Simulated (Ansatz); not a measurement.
B2H7NSi. Charge 0, multiplicity 1. The bonds changed during the relaxation, so this is another structure than the one it started from. All single points use the PBE0-D4/def2-TZVP geometry. It is one conformer, not always the lowest.

```xyz
11

B     1.382   -0.506    0.223
B     0.039   -0.283    1.113
Si    0.110    0.747   -0.778
N    -1.187   -0.296    0.156
H     2.501   -0.265    0.566
H     1.247   -1.229   -0.756
H    -0.177    0.311    2.131
H    -0.402    2.129   -0.547
H    -0.108    0.456   -2.217
H    -2.069    0.099    0.455
H    -1.335   -1.163   -0.346
```

Q: What is the dipole moment at ωB97M-V/def2-TZVPP? (Best estimate.)

A: Ansatz gave: 4.64 D, with components (-4.53, 0.14, -0.98) D in this frame, pointing from negative to positive charge.

Q: And with PBE, r2SCAN, B3LYP? (Best estimate.)

A: Computed: PBE 4.52 D, r2SCAN 4.60 D, B3LYP 4.55 D.

Q: Give the Mulliken charges with ωB97M-V, B3LYP, r2SCAN in def2-TZVPP. (Estimate.)

A: Ansatz gave: 
| atom | ωB97M-V | B3LYP | r2SCAN |
| --- | --- | --- | --- |
| B1 | -0.37 | -0.24 | -0.25 |
| B2 | -0.10 | 0.00 | 0.00 |
| Si3 | 0.09 | 0.13 | 0.18 |
| N4 | -0.11 | -0.14 | -0.11 |
| H5 | 0.07 | 0.02 | -0.01 |
| H6 | 0.06 | 0.00 | -0.01 |
| H7 | 0.09 | 0.02 | 0.00 |
| H8 | -0.02 | -0.07 | -0.08 |
| H9 | 0.00 | -0.05 | -0.05 |
| H10 | 0.13 | 0.15 | 0.15 |
| H11 | 0.16 | 0.17 | 0.17 |

B3LYP here is the variant with VWN-RPA as its local correlation; programs differ in this.
